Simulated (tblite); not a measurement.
Question: Give a GFN2-xTB geometry of `p1c([p-]cp1)-c1ccccc1`. (Charge -1.)

Answer: 
```
atom  x, y, z in Å
C1    -2.861    0.193   -0.178
C2    -2.204   -0.095    1.009
C3    -0.829   -0.189    1.042
C4    -0.056    0.006   -0.108
C5     1.391   -0.094   -0.062
P6     2.311   -0.167   -1.556
P7     4.239   -0.299   -0.778
C8     3.823   -0.256    0.902
P9     2.212   -0.143    1.494
C10   -0.738    0.301   -1.295
C11   -2.113    0.389   -1.329
H12   -3.940    0.264   -0.206
H13   -2.775   -0.251    1.917
H14   -0.322   -0.423    1.970
H15    4.632   -0.304    1.624
H16   -0.160    0.462   -2.194
H17   -2.614    0.616   -2.263
```

Any rigid rotation of these coordinates is as good. Atoms count from 1 in this order. Of the pairs four or more bonds apart, P9···H14 is among the closest relative to their van der Waals radii: 2.59 Å, 86 % of the sum of Bondi's values. The 5-membered ring C5–P6–P7–C8–P9 has internal angles of 97.7° to 124.1°; it is planar, 0.00 Å rms from its mean plane, widest ring torsion 0°. C3 (aromatic CH carbon) is planar (angles 121.4°, 120.2° and 118.4°, sum 360.0°, 0.00 Å off the plane of its three neighbours). C8 (aromatic CH carbon) is planar (angles 124.1°, 118.2° and 117.8°, sum 360.0°, 0.00 Å off the plane of its three neighbours).

Bonds between heavy atoms (Å): C1–C2 1.387, C2–C3 1.379, C3–C4 1.400, C4–C5 1.451, C5–P6 1.756, P6–P7 2.083, P7–C8 1.731, C8–P9 1.720, C4–C10 1.400, C10–C11 1.379, C1–C11 1.387, C5–P9 1.760.

The geometry is computed with GFN2-xTB (gas phase).

Point group: C1 (no symmetry element, even within 0.4 Å). Its GFN2-xTB frequencies are all real (lowest 20 cm⁻¹). Torsions: C3–C4–C5–P6 168°.

Hardware: an Arm Neoverse V1 with one thread, no GPU (shared host). Cost: 1.2 s of wall time. These figures are those of the optimisation.

One conformer stands for the species.
